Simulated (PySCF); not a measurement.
## Calculated data, CH₅B₂O, B₂H₄NO, C₂H₆BO, BH₄O₂Si

Computed with PySCF 2.14.0. Calculation on a computer-drawn molecule: the log of a Hartree-Fock and frozen-core CCSD(T) single point meant for a local Hartree-Fock minimum, with one planted fault or none, to be diagnosed. Offsets are logged minus clean, where the clean run is the same molecule without the fault. The reference is restricted for singlets and unrestricted otherwise, and also for a bond in bohr or an excited solution. Adding or removing an electron swaps singlet and doublet. The excited solution moves the top pair (singlet) or top alpha electron (doublet) to the lowest empty orbital. Highest occupied and lowest empty are orbital energies over both spins, largest force is the largest gradient component, triples share is (T) over the correlation energy, the T1 limit is 0.02 restricted and 0.045 unrestricted, electrons count all cores, a negative frequency is imaginary (commonest isotopes), and the dipole is about the centre of nuclear charge.

Common to all runs: meant charge 0; meant multiplicity 2; logged SCF converged yes; possible faults no fault, one electron removed, one electron added, multiplicity raised by two, geometry at a saddle point, SCF held on an excited solution, minimal basis STO-3G, one bond length entered in bohr, all coordinates scaled.

```yaml
- entry: 1
  formula: CH5B2O
  logged_structure:
    atoms_angstrom:
      - [B, -1.6468, 3.3274, -0.8196]
      - [O, -0.9894, 2.6158, 0.1145]
      - [B, 0.2959, 2.803, 0.5728]
      - [C, 0.8775, 1.8457, 1.6719]
      - [H, -2.7766, 3.0567, -1.1322]
      - [H, 0.9451, 3.7017, 0.1064]
      - [H, 1.2585, 2.4275, 2.5183]
      - [H, 0.1545, 1.1145, 2.0375]
      - [H, 1.7437, 1.31, 1.2648]
  given:
    meant_basis: cc-pVDZ
    logged_electrons: 29
    logged_basis_functions: 81
    logged_spin_squared: 0.7532
    "logged_highest_occupied [eV]": -9.0302
    "logged_lowest_empty [eV]": 2.5301
    "logged_largest_force [hartree/bohr]": 2.55e-05
    "logged_lowest_frequency [cm^-1]": 66.339
    logged_T1_diagnostic: 0.01404
    logged_D1_diagnostic: 0.048288
    logged_triples_share: 0.02628
    logged_CC_converged: "yes"
    "logged_dipole_magnitude [debye]": 0.83987
    logged_SCF_stable_within_its_kind: "yes"
    "logged_energy_HF [hartree]": -165.04463
    "logged_energy_CCSD(T) [hartree]": -165.56823
    drawn_bonds_atom: [1, 2, 3, 1, 3, 4, 4, 4]
    drawn_bonds_other_atom: [2, 3, 4, 5, 6, 7, 8, 9]
    drawn_bonds_order: [1, 1, 1, 1, 1, 1, 1, 1]
  results:
    planted_fault: "no fault"
    "HF_energy_offset_from_clean_run [kcal/mol]": 0.0
    "CCSD(T)_energy_offset_from_clean_run [kcal/mol]": 0.0
- entry: 2
  formula: CH5B2O
  logged_structure:
    atoms_angstrom:
      - [B, -1.5118, 3.0546, -0.7524]
      - [O, -0.9082, 2.4013, 0.1051]
      - [B, 0.2717, 2.5731, 0.5259]
      - [C, 0.8055, 1.6943, 1.5348]
      - [H, -2.5489, 2.8061, -1.0393]
      - [H, 0.8676, 3.3982, 0.0977]
      - [H, 1.1553, 2.2285, 2.3118]
      - [H, 0.1418, 1.0231, 1.8704]
      - [H, 1.6007, 1.2026, 1.1611]
  given:
    meant_basis: cc-pVDZ
    logged_electrons: 29
    logged_basis_functions: 81
    logged_spin_squared: 0.7529
    "logged_highest_occupied [eV]": -8.5664
    "logged_lowest_empty [eV]": 2.9188
    "logged_largest_force [hartree/bohr]": 0.080041
    logged_T1_diagnostic: 0.012228
    logged_D1_diagnostic: 0.044824
    logged_triples_share: 0.023914
    logged_CC_converged: "yes"
    "logged_dipole_magnitude [debye]": 1.1062
    logged_SCF_stable_within_its_kind: "yes"
    "logged_energy_HF [hartree]": -164.97664
    "logged_energy_CCSD(T) [hartree]": -165.48665
    drawn_bonds_atom: [1, 2, 3, 1, 3, 4, 4, 4]
    drawn_bonds_other_atom: [2, 3, 4, 5, 6, 7, 8, 9]
    drawn_bonds_order: [1, 1, 1, 1, 1, 1, 1, 1]
  results:
    planted_fault: "all coordinates scaled, by -8.2 %"
    "HF_energy_offset_from_clean_run [kcal/mol]": 42.66
    "CCSD(T)_energy_offset_from_clean_run [kcal/mol]": 51.19
- entry: 3
  formula: B2H4NO
  logged_structure:
    atoms_angstrom:
      - [B, 1.9935, -1.4113, -2.3627]
      - [O, 1.1855, -0.6712, -1.598]
      - [B, -0.0754, -0.9976, -1.1118]
      - ["N", -0.7363, -0.0598, -0.3283]
      - [H, 3.0716, -1.0065, -2.718]
      - [H, -1.0223, -2.9991, -1.5838]
      - [H, -1.6422, -0.2204, 0.0555]
      - [H, -0.3399, 0.8303, -0.1065]
  given:
    meant_basis: cc-pVDZ
    logged_electrons: 29
    logged_basis_functions: 76
    logged_spin_squared: 1.379
    "logged_highest_occupied [eV]": -8.8564
    "logged_lowest_empty [eV]": 2.9363
    "logged_largest_force [hartree/bohr]": 0.024861
    logged_T1_diagnostic: 0.059417
    logged_D1_diagnostic: 0.26417
    logged_triples_share: 0.031995
    logged_CC_converged: "yes"
    "logged_dipole_magnitude [debye]": 2.7191
    logged_SCF_stable_within_its_kind: "yes"
    "logged_energy_HF [hartree]": -180.96733
    "logged_energy_CCSD(T) [hartree]": -181.51272
    drawn_bonds_atom: [1, 2, 3, 1, 3, 4, 4]
    drawn_bonds_other_atom: [2, 3, 4, 5, 6, 7, 8]
    drawn_bonds_order: [1, 1, 1, 1, 1, 1, 1]
  results:
    planted_fault: "one bond length entered in bohr, row 5 of the drawn bonds"
    "HF_energy_offset_from_clean_run [kcal/mol]": 78.42
    "CCSD(T)_energy_offset_from_clean_run [kcal/mol]": 77.19
  notes: ["T1 above single-reference limit"]
- entry: 4
  formula: C2H6BO
  logged_structure:
    atoms_angstrom:
      - [B, -2.592, 1.5252, -1.3309]
      - [O, -2.0137, 0.7939, -2.2719]
      - [C, -0.6697, 0.9466, -2.708]
      - [C, 0.1139, -0.3169, -2.4232]
      - [H, -2.0479, 2.4176, -0.7255]
      - [H, -0.2196, 1.8096, -2.2141]
      - [H, -0.7041, 1.1448, -3.7791]
      - [H, 1.131, -0.2216, -2.8101]
      - [H, -0.3607, -1.176, -2.8995]
      - [H, 0.1692, -0.5059, -1.3493]
  given:
    meant_basis: cc-pVDZ
    logged_electrons: 31
    logged_basis_functions: 26
    logged_spin_squared: 0.7587
    "logged_highest_occupied [eV]": -6.7935
    "logged_lowest_empty [eV]": 8.601
    "logged_largest_force [hartree/bohr]": 0.022243
    logged_T1_diagnostic: 0.01687
    logged_D1_diagnostic: 0.078211
    logged_triples_share: 0.02105
    logged_CC_converged: "yes"
    "logged_dipole_magnitude [debye]": 1.4339
    logged_SCF_stable_within_its_kind: "yes"
    "logged_energy_HF [hartree]": -176.48808
    "logged_energy_CCSD(T) [hartree]": -176.71875
    drawn_bonds_atom: [1, 2, 3, 1, 3, 3, 4, 4, 4]
    drawn_bonds_other_atom: [2, 3, 4, 5, 6, 7, 8, 9, 10]
    drawn_bonds_order: [1, 1, 1, 1, 1, 1, 1, 1, 1]
  results:
    planted_fault: "minimal basis STO-3G"
    "HF_energy_offset_from_clean_run [kcal/mol]": 1424
    "CCSD(T)_energy_offset_from_clean_run [kcal/mol]": 1653
- entry: 5
  formula: BH4O2Si
  logged_structure:
    atoms_angstrom:
      - [B, -1.8705, 1.7206, 0.8847]
      - [O, -0.788, 1.0216, 0.5324]
      - [Si, 0.7907, 1.3749, 0.1492]
      - [O, 0.9997, 1.3294, -1.4718]
      - [H, -2.9449, 1.2015, 1.0539]
      - [H, 1.5958, 0.3449, 0.8223]
      - [H, 1.1291, 2.7349, 0.5788]
      - [H, 0.8867, 0.5153, -1.9391]
  given:
    meant_basis: "cc-pV(D+d)Z"
    logged_electrons: 39
    logged_basis_functions: 85
    logged_spin_squared: 0.8003
    "logged_highest_occupied [eV]": -6.1993
    "logged_lowest_empty [eV]": 0.61619
    "logged_largest_force [hartree/bohr]": 0.057261
    "logged_dipole_magnitude [debye]": 0.85559
    logged_SCF_stable_within_its_kind: "no"
    "logged_energy_HF [hartree]": -465.65968
    drawn_bonds_atom: [1, 2, 3, 1, 3, 3, 4]
    drawn_bonds_other_atom: [2, 3, 4, 5, 6, 7, 8]
    drawn_bonds_order: [1, 1, 1, 1, 1, 1, 1]
  results:
    planted_fault: "SCF held on an excited solution"
    "HF_energy_offset_from_clean_run [kcal/mol]": 58.94
  notes: ["coupled-cluster numbers left out as unreliable"]
- entry: 6
  formula: BH4O2Si
  logged_structure:
    atoms_angstrom:
      - [B, -1.8705, 1.7206, 0.8847]
      - [O, -0.788, 1.0216, 0.5324]
      - [Si, 0.7907, 1.3749, 0.1492]
      - [O, 0.9997, 1.3294, -1.4718]
      - [H, -2.9449, 1.2015, 1.0539]
      - [H, 2.3122, -0.5715, 1.4213]
      - [H, 1.1291, 2.7349, 0.5788]
      - [H, 0.8867, 0.5153, -1.9391]
  given:
    meant_basis: "cc-pV(D+d)Z"
    logged_electrons: 39
    logged_basis_functions: 85
    logged_spin_squared: 1.5492
    "logged_highest_occupied [eV]": -8.8668
    "logged_lowest_empty [eV]": 2.0981
    "logged_largest_force [hartree/bohr]": 0.0095004
    logged_T1_diagnostic: 0.049848
    logged_D1_diagnostic: 0.24473
    logged_triples_share: 0.029743
    logged_CC_converged: "yes"
    "logged_dipole_magnitude [debye]": 1.207
    logged_SCF_stable_within_its_kind: "yes"
    "logged_energy_HF [hartree]": -465.63298
    "logged_energy_CCSD(T) [hartree]": -466.20146
    drawn_bonds_atom: [1, 2, 3, 1, 3, 3, 4]
    drawn_bonds_other_atom: [2, 3, 4, 5, 6, 7, 8]
    drawn_bonds_order: [1, 1, 1, 1, 1, 1, 1]
  results:
    planted_fault: "one bond length entered in bohr, row 5 of the drawn bonds"
    "HF_energy_offset_from_clean_run [kcal/mol]": 75.7
    "CCSD(T)_energy_offset_from_clean_run [kcal/mol]": 79.6
  notes: ["T1 above single-reference limit"]
```
